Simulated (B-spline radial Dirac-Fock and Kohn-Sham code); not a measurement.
# Ionisation of each subshell: Ga⁺

System: gallium as Ga⁺, configuration [Ar] 3d9 4s2 4p1 (an excited configuration); nuclear rms radius 3.9973 fm (A = 69).

Input of the calculation (task.json; shells as n, l, electrons):

```json
{"items": [{
  "Z": 31,
  "q": 1,
  "cfg": [[1, 0, 2], [2, 0, 2], [2, 1, 6], [3, 0, 2], [3, 1, 6], [3, 2, 9], [4, 0, 2], [4, 1, 1]],
  "A": 69,
  "rrms": 3.9973,
  "do": ["binding"]
}]}
```

Command: `python xray_run.py task.json out`

Method: Dirac-Fock ΔSCF + Breit + QED. Computed with a radial atomic solver. Electron correlation is not included. Energies are counted from the vacuum level.

All terms are in eV, carry their sign (relaxation lowers the binding energy) and add up to the binding energy; ⟨r⟩ is the mean radius of the orbital in the initial state.

```
  subshell  −ε (Koopmans)  relaxation   Breit    QED  binding energy  ⟨r⟩ (bohr)
    K (1s)        10466.7      -48.48  -13.64  -6.53         10398.1       0.049
   L1 (2s)         1362.4      -23.88   -0.98  -0.69          1336.9       0.217
L2 (2p1/2)         1202.7      -25.97   -1.70   0.09          1175.2       0.188
L3 (2p3/2)         1174.8      -25.62   -1.10   0.02          1148.1       0.192
   M1 (3s)          198.2       -6.50   -0.10  -0.10           191.5       0.645
M2 (3p1/2)          144.2       -6.41   -0.18   0.02           137.7       0.665
M3 (3p3/2)          140.3       -6.24   -0.09   0.01           134.0       0.675
 M4,5 (3d)          50.72       -5.75    0.01   0.01           44.99       0.754
   N1 (4s)          22.76       -0.45   -0.01  -0.01               ?       2.145
 N2,3 (4p)          15.12       -0.21   -0.01   0.00           14.91       2.644
```

Question: Which binding energy belongs in the row of N1 (4s)?

Answer: 22.29 eV, the sum of the terms in that row (to rounding).

For the deepest level, K (1s), the Breit terms make up -0.131 % of the binding energy, QED -0.063 % and orbital relaxation -0.466 %.

Spin-orbit splittings: 2p 27.09 eV, 3p 3.69 eV.
